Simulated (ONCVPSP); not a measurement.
**Te: excitation energies, all-electron against ONCV**

```json
{
 "Element": "tellurium (Te)",
 "Generator": "ONCVPSP 4.0.1",
 "Type": "optimised norm-conserving Vanderbilt (ONCV)",
 "Functional": "LDA (Perdew-Zunger)",
 "Relativity": "scalar-relativistic",
 "Frozen core": "[Ar] 3d10",
 "Valence charge": "24",
 "Reference configuration": "4s2 4p6 4d10 5s2 5p4",
 "Partial waves": "4s+5s: rc 1.20 bohr, ncon 3, nbas 6, qcut 7.8 1/bohr, 2 projectors; 4p+5p: rc 1.30 bohr, ncon 5, nbas 10, qcut 12.8 1/bohr, 2 projectors; 4d: rc 1.50 bohr, ncon 4, nbas 7, qcut 10.6 1/bohr, 2 projectors, debl 0.8 Ha",
 "Local potential": "polynomial inside 0.95 bohr (lpopt 5, dvloc0 6 Ha)",
 "Core correction": "Teter function, fcfact 2.75, rcfact 1.05"
}
```

In the d channel the program set the typed energies aside and used -1.532, 0.250 Ha.

Energies are relative to the spin-unpolarised reference configuration 4s2 4p6 4d10 5s2 5p4; without spin polarisation the order of configurations can differ from experiment.

Q: Give the all-electron excitation energy and the error of the potential for: 4s2 4p6 4d10 5s2 5p3; 4s2 4p6 4d10 5s2 5p2; 4s2 4p6 4d10 5s2 5p1; 4s2 4p5 4d10 5s2 5p4.

A:

| valence configuration | charge | ΔE all-electron (eV) | error AE − PS (meV) |
| --- | --- | --- | --- |
| 4s2 4p6 4d10 5s2 5p3 | +1 | 9.916 | -1.8 |
| 4s2 4p6 4d10 5s2 5p2 | +2 | 28.089 | -5.7 |
| 4s2 4p6 4d10 5s2 5p1 | +3 | 55.321 | -12 |
| 4s2 4p5 4d10 5s2 5p4 | +1 | 122.708 | -109 |
